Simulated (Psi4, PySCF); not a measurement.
PySCF was given this input:
```python
from pyscf import gto, scf, dft

mol = gto.Mole()
mol.atom = '''
    P    -0.00000000   -0.00000000   -1.02596741
    P     0.00000000    0.00000000    0.87502951
    H     0.00000000    0.00000000    2.26406841
'''
mol.basis = 'cc-pvtz'
mol.charge = 1
mol.verbose = 4
mol.build()

mf = dft.RKS(mol)
mf.xc = 'b3lyp5'
mf.grids.atom_grid = (99, 590)
mf.grids.prune = None
mf.kernel()
```

Task: Give the equivalent Psi4 input.

Result: This is not unique; one that fits is 
```
memory 2 GB

molecule mol {
1 1
P    -0.000000   -0.000000   -1.025967
P     0.000000    0.000000    0.875030
H     0.000000    0.000000    2.264068
}

set {
  basis cc-pvtz
  reference rks
  scf_type pk
  puream true
  d_convergence 1e-8
  dft_radial_points 99
  dft_spherical_points 590
}

energy('b3lyp5')
print_variables()
```

Both were run: PySCF gave -682.877944 Eh and Psi4 -682.877944 Eh, 0.000 mEh apart.
